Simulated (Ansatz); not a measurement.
Geometry optimisation, Ansatz, RKS r2SCAN-D4/6-31G.

input.yaml

```yaml
crystal:
  periodic: [false, false, false]
  atoms:
    - { symbol: F, position_ang: [-0.9883, -2.2277, 0.4925] }
    - { symbol: B, position_ang: [-0.4581, -0.8994, 0.1768] }
    - { symbol: C, position_ang: [0.6176, 0.1723, 0.3202] }
    - { symbol: B, position_ang: [-0.3753, 0.656, -0.6438] }
    - { symbol: F, position_ang: [-1.0225, 1.6132, -1.5545] }
    - { symbol: H, position_ang: [0.649, 0.7064, 1.3127] }
    - { symbol: H, position_ang: [1.6387, -0.0888, -0.1496] }
basis:
  gaussian: { orbitals: "6-31G" }
hamiltonian:
  xc: r2scan
  dispersion: d4
relax:
  f_tol: 0.02
  max_steps: 50
```

Command:

```bash
$ ansatz run input.yaml --threads 1 --pin off --max-ram 2048MiB --backend cpu --events-out ev --progress --plain --runs-dir out
```

Problem. Where does it end, and by what steps?

Solution. It converged. Limits of this set-up: no polarisation functions. After 18 steps the energy has fallen by 1.356 eV; H7 moved furthest, 0.61 Å.

```json
{"step": "0", "energy less start (eV)": "0.0000", "largest force component (eV/Å)": "5.305", "accepted": "yes"}
{"step": "1", "energy less start (eV)": "-1.0450", "largest force component (eV/Å)": "1.814", "accepted": "yes"}
{"step": "2", "energy less start (eV)": "-1.2314", "largest force component (eV/Å)": "0.406", "accepted": "yes"}
{"step": "3", "energy less start (eV)": "-1.2411", "largest force component (eV/Å)": "0.113", "accepted": "yes"}
{"step": "4", "energy less start (eV)": "-1.2426", "largest force component (eV/Å)": "0.077", "accepted": "yes"}
{"step": "5", "energy less start (eV)": "-1.2348", "largest force component (eV/Å)": "0.554", "accepted": "no"}
{"step": "6", "energy less start (eV)": "-1.2536", "largest force component (eV/Å)": "0.178", "accepted": "yes"}
{"step": "7", "energy less start (eV)": "-1.2677", "largest force component (eV/Å)": "0.334", "accepted": "yes"}
{"step": "8", "energy less start (eV)": "-1.2836", "largest force component (eV/Å)": "0.670", "accepted": "yes"}
{"step": "9", "energy less start (eV)": "-1.3149", "largest force component (eV/Å)": "0.666", "accepted": "yes"}
{"step": "10", "energy less start (eV)": "-1.3425", "largest force component (eV/Å)": "0.377", "accepted": "yes"}
{"step": "11", "energy less start (eV)": "-1.3508", "largest force component (eV/Å)": "0.311", "accepted": "yes"}
{"step": "12", "energy less start (eV)": "-1.3533", "largest force component (eV/Å)": "0.126", "accepted": "yes"}
{"step": "13", "energy less start (eV)": "-1.3540", "largest force component (eV/Å)": "0.045", "accepted": "yes"}
{"step": "14", "energy less start (eV)": "-1.3526", "largest force component (eV/Å)": "0.158", "accepted": "no"}
{"step": "15", "energy less start (eV)": "-1.3550", "largest force component (eV/Å)": "0.039", "accepted": "yes"}
{"step": "16", "energy less start (eV)": "-1.3550", "largest force component (eV/Å)": "0.083", "accepted": "no"}
{"step": "17", "energy less start (eV)": "-1.3554", "largest force component (eV/Å)": "0.020", "accepted": "yes"}
{"step": "18", "energy less start (eV)": "-1.3556", "largest force component (eV/Å)": "0.018", "accepted": "yes"}
```

```xyz
7
Properties=species:S:1:pos:R:3
F -0.683 -2.177 0.305
B -0.628 -0.836 0.102
C 0.595 0.155 0.307
B -0.542 0.484 -0.748
F -0.957 1.693 -1.204
H 0.773 1.075 0.876
H 1.501 -0.462 0.317
```

Whether the end is a true minimum wasn't checked by a vibrational analysis.

Run time: 92 s on 1 thread of Arm Neoverse N1, on a shared host, peak memory 0.14 GiB.
